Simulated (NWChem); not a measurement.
SnF cation, singlet; SMILES [F][Sn+]

Program: NWChem. Low-valent species are run as closed-shell singlets; no triplet was tried in these runs. The geometry was optimised at PBE0/def2-SVP. def2 effective core potentials on Sn; no spin-orbit coupling. Vertical excitations in the gas phase; the lowest state need not have the same character in each row.

For level B3LYP/def2-SVPD, full TDDFT:

```yaml
lowest excitation, singlet (eV): 5.86
oscillator_strength_of_that_lowest_state: 0.078
lowest state with f > 0.02, singlet (eV): 5.86
orbital gap (eV): 6.64
```

Question: What are these values for level BHandHLYP/def2-SVPD, full TDDFT?

Answer: The lowest excitation, singlet (eV) is 6.30 and the oscillator strength of that lowest state is 0.132. The lowest state with f > 0.02, singlet (eV) comes out as 6.30. The orbital gap (eV) is 9.03.
